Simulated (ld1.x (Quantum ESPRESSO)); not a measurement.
**Plane-wave convergence, TM potential for Tc**

```json
{
  "Element": "Tc (Z = 43)",
  "Generator": "ld1.x (Quantum ESPRESSO) 7.5",
  "Type": "norm-conserving Troullier–Martins (Kleinman–Bylander form)",
  "Functional": "PBE",
  "Relativity": "scalar-relativistic",
  "Frozen core": "[Ar] 3d10 4s2",
  "Valence charge": "13",
  "Reference configuration": "4p6 4d5 5s1.75 5p0.25",
  "Partial waves": "4p (bound): rc 1.05 bohr; 4d (bound): rc 1.55 bohr; 5s (bound): rc 2.60 bohr",
  "Local potential": "the s channel",
  "Core correction": "a·sin(br)/r model core, default radius (core density twice the valence density)"
}
```

Occupied shells without a wave of their own: 5p. They enter only through the test configuration that unscreens the potential, and ld1.x also counts them in the model core charge.

The pseudo-atom Hamiltonian at the reference potential is diagonalised in spherical Bessel functions j_l(qr) that vanish at 20 bohr, with q² up to the cutoff. All-electron valence levels (Ry): 4p -3.3613, 5p -0.1173, 4d -0.5166, 5s -0.3890.

Task: How do the lowest levels (Ry) of each channel move with the cutoff, and are there ghosts?

Result:

| cutoff (Ry) | p #1 | p #2 | p #3 | d #1 | d #2 | s #1 | f #1 | f #2 | Σ f·Δε (mRy) |
| --- | --- | --- | --- | --- | --- | --- | --- | --- | --- |
| 8 | -2.1252 | -0.0658 | 0.0481 | 0.0268 | 0.0930 | -0.3858 | 0.0956 | 0.2161 | 10142.9 |
| 12 | -2.9311 | -0.0783 | 0.0438 | -0.0014 | 0.0661 | -0.3878 | 0.0956 | 0.2161 | 5159.5 |
| 21 | -3.2640 | -0.0804 | 0.0432 | -0.3212 | 0.0443 | -0.3889 | 0.0956 | 0.2161 | 1561.1 |
| 30 | -3.2744 | -0.0805 | 0.0431 | -0.4633 | 0.0429 | -0.3890 | 0.0956 | 0.2161 | 787.9 |
| 45 | -3.3332 | -0.0809 | 0.0430 | -0.5137 | 0.0425 | -0.3890 | 0.0956 | 0.2161 | 183.0 |
| 55 | -3.3510 | -0.0811 | 0.0429 | -0.5163 | 0.0425 | -0.3890 | 0.0956 | 0.2161 | 63.3 |
| 70 | -3.3578 | -0.0812 | 0.0429 | -0.5165 | 0.0425 | -0.3890 | 0.0956 | 0.2161 | 21.2 |
| 100 | -3.3592 | -0.0812 | 0.0429 | -0.5165 | 0.0425 | -0.3890 | 0.0956 | 0.2161 | 12.5 |
| 120 | -3.3607 | -0.0812 | 0.0429 | -0.5165 | 0.0425 | -0.3890 | 0.0956 | 0.2161 | 3.8 |
| 180 | -3.3612 | -0.0812 | 0.0429 | -0.5165 | 0.0425 | -0.3890 | 0.0956 | 0.2161 | 0.8 |
| 230 | -3.3613 | -0.0812 | 0.0429 | -0.5165 | 0.0425 | -0.3890 | 0.0956 | 0.2161 | 0.1 |
| 400 | -3.3613 | -0.0812 | 0.0429 | -0.5165 | 0.0425 | -0.3890 | 0.0956 | 0.2161 | 0.0 |

Result: no extra level below or beside the all-electron valence levels (p, d, s, f tested); 10 mRy is reached at 110 Ry and 1 mRy at 180 Ry.

The potential misses its own reference levels by up to 0.5 eV. ld1.x takes every shell without a wave as core, so the model core holds the 5p electrons as well and exchange and correlation see them twice. This cancels in the reference configuration, but the file is broken for other ones, and its errors say nothing about a proper core correction. Its largest configuration-test error is -756 meV.
